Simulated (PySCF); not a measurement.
FRb, SMILES [F][Rb] (connectivity only; charge and spin as stated), charge +1, multiplicity 2.

The structure is a stationary point at B3LYP-D3(BJ)/def2-TZVPD. The multiplicity is an assumed one; other spin states were not compared. The def2 effective core potentials stand for the cores of Rb; spin–orbit coupling is left out.

The numbers are results of PySCF with PBE/def2-TZVPD, not measurements.

Isolated molecule, no solvent.

```yaml
total_energy: -123.59811 hartree
point_group: C∞v
"α spin, highest occupied and lowest empty level": -15.25 and -5.90 eV
"β spin, highest occupied and lowest empty level": -14.49 and -13.50 eV
dipole_moment_about_the_centre_of_nuclear_charge: 2.93 D
"⟨S²⟩": 0.751 (pure state 0.75)
```
